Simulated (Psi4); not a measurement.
C₅H₉N (SMILES CN[C@H]1C=CC1), singlet, geometry from GFN2-xTB; PBE/def2-TZVPPD run with Psi4 1.11.

The Psi4 input:
```
memory 2 GB

molecule {
0 1
C     2.30245703    0.02539417   -0.12879644
N     1.04787903    0.72171401    0.06405073
C    -0.03289722   -0.15558364    0.44723226
C    -1.36386715    0.51072259    0.68862206
C    -1.97193369   -0.12993561   -0.30300874
C    -0.74187439   -0.87296055   -0.74167836
H     3.06786359    0.74495368   -0.41372664
H     2.18009819   -0.69342286   -0.93875228
H     2.64319317   -0.52045306    0.76553334
H     1.15690423    1.45013816    0.76380625
H     0.25584178   -0.85773069    1.25147344
H    -1.66752567    1.23724043    1.42023052
H    -2.97900877   -0.14737087   -0.67925912
H    -0.78926676   -1.95935135   -0.67990459
H    -0.35456041   -0.57182338   -1.71198060
}

set {
  basis def2-tzvppd
}

energy('pbe')
print_variables()
```

The log (banner, timings and long lists left out):

```
   => Loading Basis Set <=

    Name: DEF2-TZVPPD
    Role: ORBITAL
    Keyword: BASIS

         ---------------------------------------------------------
                                   SCF
               by Justin Turney, Rob Parrish, Andy Simmonett
                          and Daniel G. A. Smith
                              RKS Reference
         ---------------------------------------------------------

  ==> Geometry <==

    Molecular point group: c1
    Full point group: C1

    Geometry (in Angstrom), charge = 0, multiplicity = 1:

       Center              X                  Y                   Z               Mass
    ------------   -----------------  -----------------  -----------------  -----------------
         C            2.344381645625     0.009628296410    -0.131457157328    12.000000000000
         N            1.089803645625     0.705948136410     0.061390012672    14.003074004430
         C            0.009027395625    -0.171349513590     0.444571542672    12.000000000000
         C           -1.321942534375     0.494956716410     0.685961342672    12.000000000000
         C           -1.930009074375    -0.145701483590    -0.305669457328    12.000000000000
         C           -0.699949774375    -0.888726423590    -0.744339077328    12.000000000000
         H            3.109788205625     0.729187806410    -0.416387357328     1.007825032230
         H            2.222022805625    -0.709188733590    -0.941412997328     1.007825032230
         H            2.685117785625    -0.536218933590     0.762872622672     1.007825032230
         H            1.198828845625     1.434372286410     0.761145532672     1.007825032230
         H            0.297766395625    -0.873496563590     1.248812722672     1.007825032230
         H           -1.625601054375     1.221474556410     1.417569802672     1.007825032230
         H           -2.937084154375    -0.163136743590    -0.681919837328     1.007825032230
         H           -0.747342144375    -1.975117223590    -0.682565307328     1.007825032230
         H           -0.312635794375    -0.587589253590    -1.714641317328     1.007825032230

  Running in c1 symmetry.

  Rotational constants: A =      0.31002  B =      0.08349  C =      0.07185 [cm^-1]
  Rotational constants: A =   9294.20273  B =   2503.07861  C =   2153.95131 [MHz]
  Nuclear repulsion =  234.017082316100129

  Charge       = 0
  Multiplicity = 1
  Electrons    = 46
  Nalpha       = 23
  Nbeta        = 23

  ==> Algorithm <==

  SCF Algorithm Type is DF.
  DIIS enabled.
  MOM disabled.
  Fractional occupation disabled.
  Guess Type is SAD.
  Energy threshold   = 1.00e-06
  Density threshold  = 1.00e-06
  Integral threshold = 1.00e-12

  ==> Primary Basis <==

  Basis Set: DEF2-TZVPPD
    Blend: DEF2-TZVPPD
    Number of shells: 141
    Number of basis functions: 375
    Number of Cartesian functions: 420
    Spherical Harmonics?: true
    Max angular momentum: 3

  ==> DFT Potential <==

   => LibXC <=

    Version 7.1.2
    S. Lehtola, C. Steigemann, M. J. T. Oliveira, and M. A. L. Marques,  SoftwareX 7, 1–5 (2018) (10.1016/j.softx.2017.11.002)

   => Composite Functional: PBE <=

    PBE GGA Exchange-Correlation Functional

    J.P. Perdew et. al., Phys. Rev. Lett., 77(18), 3865-3868, 1996

    Deriv               =              1
    GGA                 =           TRUE
    Meta                =          FALSE

    Exchange Hybrid     =          FALSE
    MP2 Hybrid          =          FALSE

   => Exchange Functionals <=

    1.0000     XC_GGA_X_PBE

   => Correlation Functionals <=

    1.0000     XC_GGA_C_PBE

   => LibXC Density Thresholds  <==

    XC_GGA_C_PBE:  1.00E-12
    XC_GGA_X_PBE:  1.00E-15

   => Molecular Quadrature <=

    Radial Scheme          =       TREUTLER
    Pruning Scheme         =           NONE
    Nuclear Scheme         =       TREUTLER

    Blocking Scheme        =         OCTREE
    BS radius alpha        =              1
[...]

    J tasked:                   Yes
    K tasked:                    No
    wK tasked:                   No
    Algorithm:                 Core
    Schwarz Cutoff:           1E-12
    Mask sparsity (%):       3.7276
    Fitting Condition:        1E-10

   => Auxiliary Basis Set <=

  Basis Set: (DEF2-TZVPPD AUX)
    Blend: DEF2-UNIVERSAL-JKFIT
    Number of shells: 204
    Number of basis functions: 614
    Number of Cartesian functions: 718
    Spherical Harmonics?: true
    Max angular momentum: 4

  Minimum eigenvalue in the overlap matrix is 8.8104950366E-07.
  Reciprocal condition number of the overlap matrix is 5.4570801186E-08.
    Using symmetric orthogonalization.

  ==> Pre-Iterations <==

  SCF Guess: Superposition of Atomic Densities via on-the-fly atomic UHF (no occupation information).

   -------------------------
    Irrep   Nso     Nmo
   -------------------------
     A        375     375
   -------------------------
    Total     375     375
   -------------------------

  ==> Iterations <==

                           Total Energy        Delta E     RMS |[F,P]|

   @DF-RKS iter SAD:  -249.94736424664492   -2.49947e+02   0.00000e+00
   @DF-RKS iter   1:  -249.47637961230535    4.70985e-01   3.54181e-03 ADIIS/DIIS
   @DF-RKS iter   2:  -245.49490690799209    3.98147e+00   7.59791e-03 ADIIS/DIIS
   @DF-RKS iter   3:  -250.27894576115585   -4.78404e+00   1.26145e-03 ADIIS/DIIS
   @DF-RKS iter   4:  -250.32329649656265   -4.43507e-02   1.00368e-03 ADIIS/DIIS
   @DF-RKS iter   5:  -250.37988567627983   -5.65892e-02   3.13253e-04 ADIIS/DIIS
   @DF-RKS iter   6:  -250.38580516938038   -5.91949e-03   1.30416e-04 ADIIS/DIIS
   @DF-RKS iter   7:  -250.38701730586786   -1.21214e-03   3.07227e-05 DIIS
   @DF-RKS iter   8:  -250.38707268697169   -5.53811e-05   1.01551e-05 DIIS
   @DF-RKS iter   9:  -250.38707934317051   -6.65620e-06   1.85266e-06 DIIS
   @DF-RKS iter  10:  -250.38707956934627   -2.26176e-07   6.02985e-07 DIIS
  Energy and wave function converged.

  ==> Post-Iterations <==

   Electrons on quadrature grid:
      Ntotal   =   46.0000307497 ; deviation = 3.075e-05

    Orbital Energies [Eh]
    ---------------------

    Doubly Occupied:

[...]
    Virtual:

[...]
     375A     32.714339

    Final Occupation by Irrep:
              A
    DOCC [    23 ]
    NA   [    23 ]
    NB   [    23 ]

  @DF-RKS Final Energy:  -250.38707956934627

   => Energetics <=

    Nuclear Repulsion Energy =            234.0170823161001294
    One-Electron Energy =                -800.4270664336361278
    Two-Electron Energy =                 353.1408018852723671
    DFT Exchange-Correlation Energy =     -37.1178973370826952
    Empirical Dispersion Energy =           0.0000000000000000
    VV10 Nonlocal Energy =                  0.0000000000000000
    Total Energy =                       -250.3870795693462696

Computation Completed

Properties will be evaluated at   0.000000,   0.000000,   0.000000 [a0]

Properties computed using the SCF density matrix

 Multipole Moments:

 ------------------------------------------------------------------------------------
     Multipole            Electronic (a.u.)      Nuclear  (a.u.)        Total (a.u.)
 ------------------------------------------------------------------------------------

 L = 1.  Multiply by 2.5417464519 to convert [e a0] to [Debye]
 Dipole X            :         -3.5018064            3.6443980            0.1425916
 Dipole Y            :          1.2968358           -1.3704866           -0.0736508
 Dipole Z            :          0.5124278           -0.2312890            0.2811388
 Magnitude           :                                                    0.3237218

 ------------------------------------------------------------------------------------

  Variable Map:
  ----------------------------------------------------------------------------
[...]
  Array Variable Map:
  ----------------------------------------------------------------------------
[...]
[...]
```
